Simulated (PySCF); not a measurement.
**Cl (chlorine, neutral) across methods**

[Ne] 3s2 3p5, 2P determinant. All numbers are calculated (PySCF 2.14, the non-relativistic Hamiltonian (point nucleus), in aug-cc-pwCVDZ).

| method | E (hartree) | mean ε 3s β (eV) | mean ε 3p α (eV) | mean ε 3p β (eV) | Σ⟨r²⟩ (bohr²) | ⟨S²⟩ |
| --- | --- | --- | --- | --- | --- | --- |
| PBE0 | -459.9936 | -22.117 | -10.596 | -9.591 | 27.67 | 0.753 |
| UHF | -459.47321 | -27.643 | -14.407 | -13.053 | 27.74 | 0.758 |
| PBE | -459.9545 | -19.906 | -9.039 | -8.120 | 27.85 | 0.752 |
| M06-L | -460.1369 | -20.570 | -9.500 | -8.335 | 27.51 | 0.754 |
| PBEsol | -459.2652 | -19.864 | -9.007 | -8.071 | 27.86 | 0.752 |
| r2SCAN | -460.1122 | -20.436 | -9.503 | -8.455 | 27.66 | 0.754 |
| LDA | -458.6478 | -20.024 | -9.116 | -8.197 | 27.92 | 0.751 |
| wB97M-V | -460.1215 | -24.915 | -12.864 | -11.956 | 27.95 | 0.752 |

**Question.** Estimate the same row for PW91.

**Answer.** E (hartree) = -460.1300; mean ε 3s β (eV) = -19.954; mean ε 3p α (eV) = -9.082; mean ε 3p β (eV) = -8.170; Σ⟨r²⟩ (bohr²) = 27.83; ⟨S²⟩ = 0.752.
